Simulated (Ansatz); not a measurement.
H4ClFGeN2, singlet, at a GFN2-xTB geometry; R2SCAN/def2-TZVPD run with Ansatz (a first-principles code).

The Ansatz input:
Ansatz 0.2 input:
```yaml
crystal:
  periodic: [false, false, false]
  atoms:
    - {symbol: N, position_ang: [-1.61272708, -0.94760428, -0.38204720]}
    - {symbol: Ge, position_ang: [-0.03370848, -0.22782374, 0.06958203]}
    - {symbol: N, position_ang: [1.32265824, -1.41983184, -0.06925571]}
    - {symbol: F, position_ang: [-0.15660705, 0.05847605, 1.79607644]}
    - {symbol: Cl, position_ang: [0.27089649, 1.66908653, -0.79851381]}
    - {symbol: H, position_ang: [-1.59472021, -1.85837765, -0.81249581]}
    - {symbol: H, position_ang: [-2.31183630, -0.36442283, -0.81445951]}
    - {symbol: H, position_ang: [1.84020467, -1.55164929, 0.78988530]}
    - {symbol: H, position_ang: [1.97972798, -1.26389288, -0.82038800]}
basis:
  gaussian:
    orbitals: def2-TZVPD
hamiltonian:
  xc: r2scan
```

It wrote (shortened):

```
Functional definition: r2SCAN
1412 factors; their error is unknown
mean field evaluation 1: about -74789.7700 eV, gradient 9.7e1 eV
mean field evaluation 2: about -74743.0825 eV, gradient 1.7e2 eV
mean field evaluation 4: about -74805.5068 eV, gradient 1.0e1 eV
mean field evaluation 8: about -74805.7098 eV, gradient 1.4e-1 eV
mean field evaluation 16: about -74805.6960 eV, gradient 4.6e-4 eV
mean field -74805.69596707 eV, -2749.0586216678 hartree, gradient 4.8e-5 eV, S^2 0.000000; 0 other end points of the search recorded, 0 dependent functions left out
reference -74805.69598960 eV, -2749.0586224958 hartree; 38, 38 occupied and 212, 212 virtual orbitals, 1412 factors
Total energy: -74805.69598960 eV, -2749.0586224958 hartree
```
